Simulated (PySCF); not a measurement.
PySCF input:

```python
from pyscf import gto, scf, dft

mol = gto.M(
    atom='''
    Bi    0.00000000   -0.00000000   -0.00000000
    H    -0.00119215   -0.01758481    1.86604734
    H     0.00119215    0.01758481   -1.86604734
    H     1.79921888   -0.00095285    0.00114048
    H    -0.89879359    1.55857681    0.01411314
    H    -0.90042529   -1.55762396   -0.01525362
    ''',
    basis='def2-tzvpd',
    ecp='def2-tzvp',
    charge=0,
    spin=2,
    verbose=4,
)

mf = dft.UKS(mol, xc='m062x').density_fit(auxbasis='def2-universal-jkfit')
mf.grids.level = 4
mf.conv_tol = 1e-9
mf.max_cycle = 100
mf.max_memory = 1500
mf.kernel()
if not mf.converged:
    mf = mf.newton()
    mf.kernel(mf.make_rdm1())
for _ in range(2):
    mo, _, stable, _ = mf.stability(return_status=True)
    if stable:
        break
    mf.kernel(mf.make_rdm1(mo, mf.mo_occ))
mf.analyze()
```

**Question.** What final total energy does it print?

**Answer.** -217.21056 Eh (M06-2X/def2-TZVPD).

This state (charge 0, triplet) is run at the relaxed geometry of the species with charge 0 and multiplicity 1, and is a spin state other than that species' own.
